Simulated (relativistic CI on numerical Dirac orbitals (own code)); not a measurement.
**Calculated levels, Ni VII**

Method of calculation: Dirac-Coulomb-Breit CI, orbitals from a KLI potential per configuration, model QED (radiative potential, 1s self-energy scaled to tabulated hydrogen-like ionisation energies), unscaled Slater integrals (own radial code, finite nucleus).

CI space (outside the closed core [Ne]): 3s²3p⁶3d⁴, 3s²3p⁵3d⁵, 3s²3p⁶3d³4s, 3s²3p⁶3d³4p, 3s3p⁶3d⁵, 3s²3p⁶3d³4d, 3s²3p⁶3d³5s, 3s²3p⁶3d³4f, 3s²3p⁶3d³5p, 3s²3p⁶3d³5d, 3s²3p⁶3d³6s, 3s²3p⁶3d³5f, 3s²3p⁶3d³5g, 3s²3p⁶3d³6p, 3s²3p⁶3d³6d, 3s²3p⁶3d²4s4p, 3s²3p⁵3d⁴4s, 3s²3p⁵3d⁴4p, 3s²3p⁶3d²4p4d, 3s²3p⁵3d⁴4d, 3s²3p⁵3d⁴5s, 3s²3p⁶3d²4s², 3s²3p⁶3d4s²4p, 3s²3p⁶3d4s²4d, 3s²3p⁶3d4s²5s, 3p⁶3d⁶, 3p⁵3d⁷, 3s²3p⁶3d²4p², 3s²3p⁶3d4s4p², 3s²3p⁶3d4p³, 3s²3p⁶3d4p²4d, 3s²3p⁶3d4p²5s, 3s²3p⁶3d²4s4d, 3s²3p⁶3d4s4p4d, 3s²3p⁶3d4s4d², 3s²3p⁶3d4s4d5s. Double excitations out of closed p, d and f shells are left out; levels of such configurations are missing from the list, as are those of other unlisted configurations, and high levels can miss mixing partners. These lack a partner that the ground configuration has and come out too high: 3s²3p⁵3d⁴4s, 3s²3p⁵3d⁴4p, 3s²3p⁵3d⁴4d, 3s²3p⁵3d⁴5s.

The lowest level is 3s²3p⁶3d⁴ ⁵D0, with 99 % of that term; Hund's rules for 3s²3p⁶3d⁴ give ⁵D with J = 0, in agreement.

```tsv
No.	Configuration	Term	J	E (eV)	%	Next component (%)	Lifetime (s)	jj configuration (%)
1	3s²3p⁶3d⁴	⁵D	0	0.0000	99			3d3/2^2 3d5/2^2 (66)
2	3s²3p⁶3d⁴	⁵D	1	0.0330	99		9.87e+02	3d3/2^3 3d5/2 (53)
3	3s²3p⁶3d⁴	⁵D	2	0.0953	100		1.40e+02	3d3/2^2 3d5/2^2 (67)
4	3s²3p⁶3d⁴	⁵D	3	0.1818	100		6.38e+01	3d3/2^2 3d5/2^2 (46)
5	3s²3p⁶3d⁴	⁵D	4	0.2877	100		5.96e+01	3d3/2 3d5/2^3 (45)
6	3s²3p⁶3d⁴	³H	4	4.2759	96	2 ³G	2.37e+01	3d3/2^3 3d5/2 (39)
7	3s²3p⁶3d⁴	³P	0	4.2822	98	1 ¹S	1.37e-01	3d3/2^4 (61)
8	3s²3p⁶3d⁴	³H	5	4.3445	98	2 ³G	2.19e+02	3d3/2^2 3d5/2^2 (77)
9	3s²3p⁶3d⁴	³H	6	4.4132	99	1 ¹I	2.64e+02	3d3/2 3d5/2^3 (53)
10	3s²3p⁶3d⁴	³P	1	4.4924	99		1.61e-01	3d3/2^3 3d5/2 (43)
11	3s²3p⁶3d⁴	³F	2	4.7289	99		5.62e-01	3d3/2^2 3d5/2^2 (52)
12	3s²3p⁶3d⁴	³F	3	4.7334	90	10 ³G	2.93e-01	3d3/2^2 3d5/2^2 (53)
13	3s²3p⁶3d⁴	³F	4	4.7605	89	7 ³G	2.14e-01	3d3/2^2 3d5/2^2 (32)
14	3s²3p⁶3d⁴	³P	2	4.8225	99	1 ³D	2.55e-01	3d3/2 3d5/2^3 (40)
15	3s²3p⁶3d⁴	³G	3	5.1926	90	10 ³F	1.29e+00	3d3/2 3d5/2^3 (48)
16	3s²3p⁶3d⁴	³G	4	5.2629	90	8 ³F	1.70e+00	3d3/2^2 3d5/2^2 (60)
17	3s²3p⁶3d⁴	³G	5	5.3180	98	2 ³H	1.55e+00	3d3/2 3d5/2^3 (77)
18	3s²3p⁶3d⁴	³D	3	6.4133	99		3.19e-01	3d3/2 3d5/2^3 (49)
19	3s²3p⁶3d⁴	¹G	4	6.4394	96	2 ³F	2.19e-01	3d3/2^2 3d5/2^2 (32)
20	3s²3p⁶3d⁴	¹I	6	6.4425	99	1 ³H	7.61e-01	3d3/2^2 3d5/2^2 (53)
21	3s²3p⁶3d⁴	³D	2	6.4444	98	1 ¹D	3.67e-01	3d3/2^2 3d5/2^2 (34)
22	3s²3p⁶3d⁴	³D	1	6.4828	99		2.97e-01	3d3/2 3d5/2^3 (53)
23	3s²3p⁶3d⁴	¹S	0	7.0578	98	2 ³P	1.42e-01	3d3/2 3d5/2^3 (50)
24	3s²3p⁶3d⁴	¹D	2	8.2279	98	1 ³D	1.64e-01	3d3/2^2 3d5/2^2 (34)
25	3s²3p⁶3d⁴	¹F	3	9.2289	98	1 ³F	3.47e-01	3d3/2 3d5/2^3 (56)
26	3s²3p⁶3d⁴	³P	2	10.9026	99		8.54e-02	3d3/2^2 3d5/2^2 (58)
27	3s²3p⁶3d⁴	³F	4	10.9678	99		5.09e-02	3d3/2^2 3d5/2^2 (72)
28	3s²3p⁶3d⁴	³F	2	10.9887	99		4.71e-02	3d3/2^2 3d5/2^2 (59)
29	3s²3p⁶3d⁴	³F	3	11.0008	99	1 ¹F	5.25e-02	3d3/2 3d5/2^3 (73)
30	3s²3p⁶3d⁴	³P	1	11.1392	100		7.64e-02	3d3/2 3d5/2^3 (84)
31	3s²3p⁶3d⁴	³P	0	11.2530	99		8.42e-02	3d5/2^4 (56)
32	3s²3p⁶3d⁴	¹G	4	12.5067	99		6.07e-02	3d3/2 3d5/2^3 (56)
33	3s²3p⁶3d⁴	¹D	2	16.4776	99		1.05e-02	3d3/2^2 3d5/2^2 (62)
34	3s²3p⁶3d⁴	¹S	0	21.4264	99		5.97e-03	3d3/2^2 3d5/2^2 (68)
35	3s²3p⁶3d³4s	⁵F	1	45.6413	99	1 3s²3p⁵3d⁴4p ⁵F	6.25e-06	3d3/2^3 4s (37)
36	3s²3p⁶3d³4s	⁵F	2	45.7061	99	1 3s²3p⁵3d⁴4p ⁵F	6.23e-06	3d3/2^2 3d5/2 4s (58)
37	3s²3p⁶3d³4s	⁵F	3	45.8020	99	1 3s²3p⁵3d⁴4p ⁵F	6.21e-06	3d3/2^2 3d5/2 4s (60)
38	3s²3p⁶3d³4s	⁵F	4	45.9264	99	1 3s²3p⁵3d⁴4p ⁵F	6.19e-06	3d3/2 3d5/2^2 4s (73)
39	3s²3p⁶3d³4s	⁵F	5	46.0756	99	1 3s²3p⁵3d⁴4p ⁵F	6.18e-06	3d3/2 3d5/2^2 4s (47)
40	3s²3p⁶3d³4s	³F	2	47.1041	99	1 3s²3p⁵3d⁴4p ³F	2.85e-06	3d3/2^2 3d5/2 4s (53)
41	3s²3p⁶3d³4s	³F	3	47.2675	99	1 3s²3p⁵3d⁴4p ³F	2.85e-06	3d3/2 3d5/2^2 4s (57)
42	3s²3p⁶3d³4s	³F	4	47.4656	98	1 3s²3p⁵3d⁴4p ³F	2.84e-06	3d3/2 3d5/2^2 4s (51)
43	3s²3p⁶3d³4s	⁵P	1	49.0506	98	1 ³P	4.50e-06	3d3/2^2 3d5/2 4s (60)
44	3s²3p⁶3d³4s	⁵P	2	49.0991	97	2 ³P	4.48e-06	3d3/2^2 3d5/2 4s (45)
45	3s²3p⁶3d³4s	⁵P	3	49.2319	99	1 3s²3p⁵3d⁴4p ⁵P	4.48e-06	3d3/2 3d5/2^2 4s (62)
```

Energies count from the lowest computed level; lifetimes are radiative, by E1, M1, E2 decay to levels of this space only. Filled j subshells are mostly left out of the jj labels.

The mean weight of the leading LS term, summed over parents, in these 45 levels is 98 %, and that of the leading jj configuration (from the same eigenvectors) 55 %, so LS coupling describes them better.

At this charge configurations can still be misplaced by up to about 7 % of their energy. Terms inside the open d or f shell come out 10 to 20 % too wide with unscaled integrals. 39 of the 42 excited levels that our extract of the measured tables holds in this range could be paired (the sources list more); they are missed by 2353 cm⁻¹ on average and 4461 at most, and levels without a partner can miss by more.

Landé's interval rule says that E(J) − E(J−1) = AJ with one A. For the ground term the intervals give A = 266.2, 251.2, 232.6, 213.5 cm⁻¹ for J = 1, 2, 3, 4; the multiplet is regular.
